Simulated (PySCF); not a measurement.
This PySCF input asks for the NMR shieldings of `InChI=1S/C4H8ClFSi2/c5-4-2-1-3-8(4,6)7/h1,3-4H,2H2,7H3/t4-,8-/m1/s1`; the geometry comes from GFN2-xTB.

```python
import basis_set_exchange as bse
import numpy as np
from pyscf import gto, dft
from pyscf.prop import nmr

atoms = """
F     1.215404   -1.962728    0.637031
Si    0.749209   -0.555174   -0.055559
Si    2.586575    0.682195   -0.678416
C    -0.711496   -0.909988   -1.185091
C    -1.864702   -0.558758   -0.626076
C    -1.866143   -0.003301    0.763935
C    -0.434464    0.272269    1.223181
Cl   -0.118118    2.043193    1.208953
H     2.192316    1.852749   -1.461448
H     3.365857    1.136770    0.474268
H     3.468999   -0.133621   -1.517895
H    -0.668442   -1.320753   -2.180642
H    -2.824719   -0.672145   -1.111086
H    -2.476241    0.902025    0.808612
H    -2.334873   -0.734337    1.430340
H    -0.286762   -0.029452    2.258481
"""
names = dict.fromkeys(["F", "Si", "C", "Cl", "H"], "pcSseg-1")
basis = {el: gto.basis.parse(bse.get_basis(n, elements=[el], fmt="nwchem")) for el, n in names.items()}
mol = gto.M(atom=atoms, basis=basis, charge=0, verbose=0)
mf = dft.RKS(mol, xc="PBE0")
mf.grids.level = 2
mf.grids.alignment = dft.numint.BLKSIZE   # the property module wants whole blocks of grid points
mf.conv_tol = 1e-9
mf.kernel()

calc = nmr.RKS(mf)   # GIAO
C = mf.mo_coeff
Co = C[:, mf.mo_occ > 0]
resp = mf.gen_response(singlet=True, hermi=2)
def vind(x):   # induced exchange potential for any number of trial vectors
    d = np.einsum("pi,xij,qj->xpq", C, 2 * x.reshape(-1, C.shape[1], Co.shape[1]), Co, optimize=True)
    return np.einsum("xpq,pi,qj->xij", resp(d - d.transpose(0, 2, 1)), C, Co, optimize=True).ravel()
mo1, _ = nmr.rhf.solve_mo1(calc, with_cphf=vind)
sigma = calc.kernel(mo1)
for i, s in enumerate(sigma):   # ppm
    print("%2d %-2s %9.2f" % (i, mol.atom_pure_symbol(i), np.trace(s) / 3))
```

Q: Give the expected output.

A: 
```
 0 F     344.76
 1 Si    293.61
 2 Si    470.88
 3 C      53.18
 4 C      22.00
 5 C     135.84
 6 C     139.32
 7 Cl    834.79
 8 H      28.13
 9 H      27.98
10 H      28.21
11 H      25.54
12 H      24.45
13 H      28.92
14 H      28.34
15 H      28.06
```

These numbers come from an equivalent density-fitted implementation of the same equations, which agrees with the script to about 0.01 ppm for H and up to a few tenths of a ppm for heavy atoms, so last digits may differ.

Q: Turn these shieldings into chemical shifts. δ = σ(ref) − σ, references computed at the same level: 19F (σ = 170.95 ppm) vs CFCl3; TMS for 29Si (σ = 349.16 ppm), 13C (σ = 186.93 ppm), 1H (σ = 31.72 ppm); 35Cl (σ = 949.78 ppm) against HCl.

A: Averaging equivalent atoms: F 0: -173.8; Si 1: 55.5; Si 2: -121.7; C 4: 164.9; C 3: 133.7; C 5: 51.1; C 6: 47.6; Cl 7: 115; H 12: 7.27; H 11: 6.18; H 15: 3.65; H 8/9/10: 3.61; H 14: 3.38; H 13: 2.80 ppm. Unscaled 19F shifts against computed CFCl3 carry errors that often reach 10 to 50 ppm.

Size and cost of the density-fitted run: 197 basis functions, 56 s wall time on 1 thread of an Arm Neoverse N1, shared host; peak memory 0.88 GiB.
